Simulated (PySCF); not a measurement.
Compound: 2,1,3-benzothiadiazole, C6H4N2S.
Z-matrix (Å and degrees, GFN2-xTB geometry), rows numbered from 1:
```
C 
C   1  1.4115
C   2  1.3666  1  121.84
C   3  1.4050  2  117.95  1    -0.11
N   4  1.3344  3  127.78  2  -179.93
S   5  1.6061  4  108.55  3   179.92
N   6  1.6061  5   98.87  4     0.01
C   7  1.3345  6  108.56  5    -0.00
C   1  1.3666  2  121.86  3     0.08
H   1  1.0799  2  118.51  3  -179.87
H   2  1.0799  1  118.51  3   179.98
H   3  1.0781  2  122.37  1   179.85
H   9  1.0781  1  122.37  2  -179.90
```

NICS is the negative of the GIAO shielding at a point without a nucleus: at the ring centre (0) and 1 Å above and below it (1); zz is the component along the ring normal. Level: GIAO PBE0/pcSseg-1 (PySCF, non-relativistic, gas phase) on the GFN2-xTB geometry, one conformer.

Ring bond lengths (Å), with Mayer bond orders in brackets: C1–C2 1.411 (1.27), C2–C3 1.367 (1.59), C3–C4 1.405 (1.25), C4–C8 1.440 (1.09), C8–C9 1.405 (1.25), C9–C1 1.367 (1.59); C4–N5 1.334 (1.42), N5–S6 1.606 (1.29), S6–N7 1.606 (1.29), N7–C8 1.334 (1.42), C8–C4 1.440 (1.09).

**Question.** What do the NICS probes read (ppm)?

**Answer.** 
| ring | type | NICS(0) | NICS(1), two faces | NICS(1)zz, two faces | rms pucker (Å) | centre to ring atoms, mean (Å) |
| --- | --- | --- | --- | --- | --- | --- |
| C1–C2–C3–C4–C8–C9 | 6-membered carbocycle; formal bonds all aromatic | -6.2 | -9.9 / -9.9 | -24.7 / -24.7 | 0.00 | 1.40 |
| C4–N5–S6–N7–C8 | 5-membered ring with 2 N and S; formal bonds all aromatic | -16.8 | -15.6 / -15.6 | -40.0 / -40.1 | 0.00 | 1.24 |

**Question.** What can be read from them?

**Answer.** 
- C1–C2–C3–C4–C8–C9: mean NICS(1)zz -24.7 ppm, shielded. For a flat ring without four-coordinate atoms the NICS criterion counts such a value as aromatic, though in fused rings the probe also feels the neighbouring ring.
- C4–N5–S6–N7–C8: mean NICS(1)zz -40.1 ppm, shielded, aromatic by this magnetic criterion (flat ring, no four-coordinate atom), though in fused rings the probe also feels the neighbouring ring.

**Question.** How equal are the bonds by HOMA? HOMA = 1 − mean of α(R − Ropt)² over the ring bonds, with Krygowski's 1993 parameters (CC: Ropt 1.388 Å, α 257.7 Å⁻²).

**Answer.** 
- C1–C2–C3–C4–C8–C9: HOMA 0.80 = 1 − EN − GEO, with mean bond length 1.399 Å, EN = α(Ropt − mean)² = 0.032 and GEO = α × variance = 0.173. The geometric and the magnetic index point the same way.

**Question.** How shielded are the nuclei of the rings and their hydrogens (means over atoms taken as equivalent)?

**Answer.** 
```tsv
atoms	environment	σ isotropic (ppm)	principal values of the symmetric part, first atom (ppm)
C1 (×2)	aromatic CH carbon	52.3	-61.8, 43.9, 174.6
C3 (×2)	aromatic CH carbon	58.9	-36.9, 44.8, 168.7
C4 (×2)	ring-fusion aromatic carbon	28.7	-36.7, -9.9, 132.7
N5 (×2)	pyridine-type nitrogen	-120.7	-402.2, -161.9, 201.9
S6	ring sulfur	-29.5	-210.1, 34.6, 87.0
H10 (×2)	aromatic hydrogen	23.72	19.9, 24.3, 27.0
H12 (×2)	aromatic hydrogen	23.17	18.2, 24.1, 27.2
```
